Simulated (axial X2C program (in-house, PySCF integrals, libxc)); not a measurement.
# Low determinants of MoSi⁻ at the PBE0 level, 2c

Computed with an in-house relativistic program for diatomic molecules. Two-component (2c) means X2C with spin–orbit coupling and atomic mean-field two-electron Coulomb and Gaunt terms. Basis: Mo dyall-acv3z [12s13p10d5f3g], Si dyall-av3z [9s8p3d2f] (cores contracted in-house); Gaussian nuclei, density fitting, unrestricted open shells. Masses: Mo 97.905 u, Si 27.977 u.

Search at 2.336 Å (vertical energies from the lowest determinant):

```csv
ΔE (eV),state,electrons beyond evenly filled partner blocks,"electrons in ±ω = 1/2, 3/2, 5/2, 7/2"
0.00,Ω = 3/2,"ω = 1/2, ω = -3/2, ω = 5/2",39 15 3 0
0.95,Ω = 5/2,ω = 5/2,40 14 3 0
0.98,Ω = 1/2,"ω = -1/2, ω = -3/2, ω = 5/2",39 15 3 0
1.00,Ω = 9/2,"ω = 1/2, ω = 3/2, ω = 5/2",39 15 3 0
1.04,Ω = 5/2,ω = 5/2,38 16 3 0
1.24,Ω = 5/2,"3 × ω = 1/2, ω = -3/2, ω = 5/2",39 15 3 0
1.31,Ω = 7/2,"2 × ω = 1/2, ω = 5/2",38 16 3 0
```

Lowest determinant, Ω = 3/2 (⟨Sz⟩ = 1.50, ⟨Lz⟩ = 0.00 at PBE0): Re = 2.324 Å, ωe = 321.2 cm⁻¹.

The determinant in row 2 of the search, Ω = 5/2 (⟨Sz⟩ = 2.50, ⟨Lz⟩ = 0.00 at PBE0), was followed along the bond at PBE0; measured from the minimum of the lowest determinant it gives:

Te = 0.938 eV (7568 cm⁻¹), Re = 2.395 Å, ωe = 321.7 cm⁻¹.

**Question.** Compare the bond of the determinant in row 2 with that of the lowest one.

**Answer.** At PBE0 its Re is 0.071 Å longer and its force constant, which goes as ωe², is 1.00 times that of the lowest determinant. T0 ≈ Te + Δωe/2 = 7568 + (0) = 7568 cm⁻¹.

The search compares states at one distance, so a state with another bond length can lie lower; it is not exhaustive and yields mostly the lowest determinant of each block pattern, so other components and higher states of one pattern are missing. These are energies of single determinants, not of spin-adapted states; PBE0 term energies can be off by some tenths of an eV, and the functional has no current term. For an anion, determinants above electron detachment are held by the basis set. Row 2 has a positive highest level at its minimum.
